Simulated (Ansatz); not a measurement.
Ansatz (a program for electronic structure) input:

Ansatz 0.2 input:
```yaml
crystal:
  periodic: [false, false, false]
  atoms:
    - {symbol: W, position_ang: [0.00432352, -0.01620327, 0.00235466]}
    - {symbol: H, position_ang: [0.67534237, 1.52778282, 0.42717042]}
    - {symbol: H, position_ang: [-0.32034178, 0.43507741, 1.64420452]}
    - {symbol: H, position_ang: [-0.88043414, -1.41661366, 0.71390872]}
    - {symbol: H, position_ang: [1.63469902, -0.19174819, -0.61143174]}
    - {symbol: H, position_ang: [-0.03956297, 1.07968962, -1.34364703]}
    - {symbol: H, position_ang: [-1.38964281, -0.23514632, -1.00444950]}
basis:
  gaussian:
    orbitals: def2-TZVP
total_charge: -1
magnetization: {spin_polarized: true, initial_magnetization: 1}
correlation: {method: mp2, electrons: outside_noble_gas}
relax: {f_tol: 0.003, max_steps: 100}
```

Problem. Predict the final energy.

Solution. -70.02747 Eh (MP2/def2-TZVP). The basis has 76 functions.

The spin state was set by rule; other spins were not relaxed.
